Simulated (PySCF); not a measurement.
## Potential energy of GaO⁺ along the bond

Set-up: Ga x2c-SVPall, O x2c-SVPall; spin-free X2C with a Gaussian nucleus (PySCF 2.14). Energies in eV from Ga⁺ + O in their ground configurations at the same level. State: ³Σ⁻ (triplet), unpaired electrons π ↑↑.

All columns are UHF. A positive dipole points towards O; it is taken about the centre of mass and depends on that origin.

```tsv
R (Å)	E (eV)	μ (D)	Mulliken charge on Ga (basis-dependent)	HOMO (eV)	LUMO (eV)	Mayer bond order	⟨S²⟩
2.319	0.108	-0.12	0.90	-17.47	-5.55	0.15	2.01
2.426	-0.008	-0.48	0.92	-17.63	-5.37	0.14	2.01
2.534	-0.085	-0.81	0.93	-17.77	-5.26	0.12	2.01
2.615	-0.124	-1.03	0.93	-17.87	-5.21	0.11	2.01
2.696	-0.151	-1.24	0.94	-17.96	-5.17	0.11	2.01
2.777	-0.169	-1.44	0.94	-18.03	-5.15	0.10	2.01
2.885	-0.183	-1.67	0.95	-18.12	-5.13	0.09	2.01
3.019	-0.187	-1.94	0.96	-18.20	-5.13	0.08	2.01
3.181	-0.182	-2.23	0.96	-18.26	-5.13	0.07	2.01
3.397	-0.165	-2.57	0.97	-18.25	-5.14	0.06	2.01
```

A fit through these points gives, at Re = 3.017 Å, μ = -1.94 D and dμ/dR = -1.89 D/Å; the reduced mass is 12.98 u.

Q: How strong is the fundamental in the double-harmonic approximation, I = 42.26·(dμ/dR)²/μred km/mol?

A: I = 42.26·(-1.89)²/12.98 = 11.6 km/mol at UHF.

Spin–orbit coupling is left out. For an ion De counts to the pair picked by the measured ionisation energies or electron affinities, which need not be the lowest pair at this level. Hartree–Fock leaves out correlation, which carries a large part of most bond energies and some tenths to 1 eV of ionisation energies. The state is the lowest determinant that a PBE0 search found; another state may lie lower at other levels.
